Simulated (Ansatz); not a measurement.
C3H9Al, charge -1, doublet, at a GFN2-xTB geometry (such geometries of metal compounds can be far from the true shape) (a state made from the parent by changing its charge; the spin is typed, not shown lowest) (a gas-phase anion, which may not be bound at this level); MP2/6-31G** in Ansatz (an electronic-structure program).

Ansatz was given this input:
Ansatz 0.2 input:
```yaml
crystal:
  periodic: [false, false, false]
  atoms:
    - {symbol: Al, position_ang: [-0.31345568, 0.26070650, 0.46689355]}
    - {symbol: C, position_ang: [-1.20837662, -1.44885398, -0.32477592]}
    - {symbol: H, position_ang: [-0.65953292, -1.91921404, -1.15429636]}
    - {symbol: H, position_ang: [-2.21794573, -1.24969512, -0.71502619]}
    - {symbol: H, position_ang: [-1.33776513, -2.24023004, 0.42899583]}
    - {symbol: C, position_ang: [-0.03834955, 1.50164128, -1.18677467]}
    - {symbol: H, position_ang: [0.51711093, 1.04796697, -2.02116991]}
    - {symbol: H, position_ang: [0.51066905, 2.42102643, -0.93280851]}
    - {symbol: H, position_ang: [-0.99227817, 1.84111055, -1.61801717]}
    - {symbol: C, position_ang: [1.61529581, -0.35933302, 0.96256457]}
    - {symbol: H, position_ang: [2.24295330, 0.47155375, 1.31874227]}
    - {symbol: H, position_ang: [2.18010805, -0.82353158, 0.14032435]}
    - {symbol: H, position_ang: [1.62018668, -1.09889706, 1.77755562]}
basis:
  gaussian:
    orbitals: 6-31G__.json
total_charge: -1
magnetization: {spin_polarized: true, initial_magnetization: 1}
correlation: {method: mp2, electrons: outside_noble_gas}
accuracy: high
```
The basis file holds 6-31G** in the JSON format of the Basis Set Exchange.

It wrote (shortened):

```
Functional definition: HF
2636 factors; integrals over basis functions are off by at most 3.8e-8 eV
mean field evaluation 1: about -9813.4943 eV, gradient 1.8e1 eV
mean field evaluation 2: about -9813.5295 eV, gradient 1.8e1 eV
mean field evaluation 4: about -9815.9570 eV, gradient 2.3e0 eV
mean field evaluation 8: about -9816.0157 eV, gradient 2.2e-1 eV
mean field evaluation 16: about -9816.0171 eV, gradient 2.2e-8 eV
mean field -9816.01713077 eV, -360.7319760203 hartree, gradient 2.2e-8 eV, S^2 0.751347; 0 other end points of the search recorded, 0 dependent functions left out
8 core orbitals not correlated
reference -9816.01713077 eV, -360.7319760203 hartree; 13, 12 occupied and 88, 89 virtual orbitals, 2636 factors
second order -13.95365755 eV of doubles, -0.00000000 eV of singles
Total energy: -9829.97078832 eV, -361.2447634772 hartree
```
